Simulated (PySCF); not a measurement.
This script is equivalent to a calculation on Mo⁺ (molybdenum, charge +1).

```python
from pyscf import gto, scf, dft, mp, cc
import basis_set_exchange as bse
txt = bse.get_basis("cc-pVDZ-PP", elements=["Mo"], fmt="nwchem", header=False)
cut = txt.index("\nECP")
mol = gto.M(atom="Mo 0 0 0", charge=1, spin=5, symmetry="D2h",
            basis=gto.basis.parse(txt[:cut]),
            ecp={"Mo": gto.basis.parse_ecp(txt[cut:])})
mf = scf.UHF(mol)
mf.irrep_nelec = {'Ag': (3, 1), 'B1g': (1, 0), 'B2g': (1, 0), 'B3g': (1, 0), 'B1u': (1, 1), 'B2u': (1, 1), 'B3u': (1, 1)}
mf.kernel()
```

Q: What total energy does it give?

A: -67.11424 hartree (calculated).

Q: Which occupied shell lies highest, and where?

A: 4d α, at -16.359 eV.

Q: What is ⟨S²⟩, and what would a pure spin state give?

A: 8.752, against 8.75.

Energies and moments cover only the electrons outside the core potential.
